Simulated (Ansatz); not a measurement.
Total energies of Sn9H16, a cluster cut from cubic tin from Ansatz at PBE0-D4/def2-TZVP, gas phase (1 Eh = 27.2114 eV = 2625.5 kJ/mol). The reference geometry is relaxed at PBE-D4/def2-SVP.

```xyz
25

Sn    1.4291    2.1053    2.0857
Sn   -0.4784   -2.1160    2.4748
Sn   -2.6753    1.2269    0.2145
Sn    0.9618    1.8970   -2.5123
Sn   -0.9449   -2.3275   -2.1261
Sn   -0.9669    0.6557    2.3811
Sn    2.7090    1.5075   -0.3447
Sn    0.6476   -3.0513    0.0745
Sn   -1.4301    0.4460   -2.1891
H     2.4874    1.7931    3.4270
H     1.0633    3.8030    2.1152
H     0.5536   -2.4969    3.8191
H    -1.9831   -2.9419    2.7389
H    -3.0386    2.9251    0.1742
H    -4.1819    0.3840    0.4073
H     0.5802    3.5880   -2.6199
H     1.7334    1.4543   -4.0041
H    -2.4660   -3.1576   -2.0065
H    -0.2007   -2.8387   -3.6099
H    -1.7339    1.1391    3.8699
H     4.1250    2.4965   -0.5327
H     3.2327   -0.1457   -0.3232
H     0.8323   -4.7780    0.1351
H     2.2296   -2.3675   -0.1182
H    -2.4852    0.7997   -3.5307
```

| state | geometry | energy (Eh) |
| --- | --- | --- |
| charge 0 singlet | reference | -1938.52685 |
| charge 1 doublet | reference | -1938.22433 |
| charge 1 doublet | relaxed at PBE-D4/def2-SVP | -1938.24224 |
| charge -1 doublet | reference | -1938.55277 |
| free Sn atom (triplet) | – | -214.25870 |
| free H atom (doublet) | – | -0.50104 |

In the def2 sets Sn takes a core potential; there is no spin–orbit coupling. Single mean-field runs in def2-TZVP are fitted with def2-universal-jkfit.

Work out the vertical ionisation energy to the doublet.

E(charge 1 doublet) − E(charge 0 singlet) = -1938.22433 − (-1938.52685) = 0.30252 Eh = 8.23 eV. For comparison, −ε of the highest occupied level is 7.05 eV at this level, 1.18 eV less.

Work out the vertical electron affinity, to the doublet.

E(charge 0 singlet) − E(charge -1 doublet) = -1938.52685 − (-1938.55277) = 0.02592 Eh = 0.71 eV. The basis lacks diffuse functions, which makes affinities too small.

Give the fundamental gap IE − EA, the Mulliken electronegativity (IE + EA)/2 and the hardness (IE − EA)/2.

From the values in Eh: IE − EA = 0.30252 − 0.02592 = 0.27660 Eh = 7.53 eV; (IE + EA)/2 = 4.47 eV; (IE − EA)/2 = 3.76 eV. The HOMO–LUMO gap of the same run is 5.36 eV, 2.17 eV smaller than the fundamental gap.

How much does the charge 1 doublet relax, and what is the adiabatic ionisation energy?

Relaxation: -1938.22433 − (-1938.24224) = 0.01791 Eh = 0.49 eV. Adiabatic ionisation energy: 0.28461 Eh = 7.74 eV, without zero-point energy. 

What is the binding energy per atom against free atoms?

Atoms: 9 × (-214.25870) + 16 × (-0.50104) = -1936.34494 Eh. Binding: -1936.34494 − (-1938.52685) = 2.18191 Eh = 59.37 eV, or 2.37 eV for each of 25 atoms (no zero-point energy, no counterpoise term).

At PBE0-D4/def2-TZVP the highest occupied level of the charge -1 doublet lies above zero (up to 0.38 eV). By energy differences its removal costs 0.71 eV (vertical, to the charge 0 singlet, at PBE0-D4/def2-TZVP); self-interaction error and the lack of diffuse functions both raise the level.
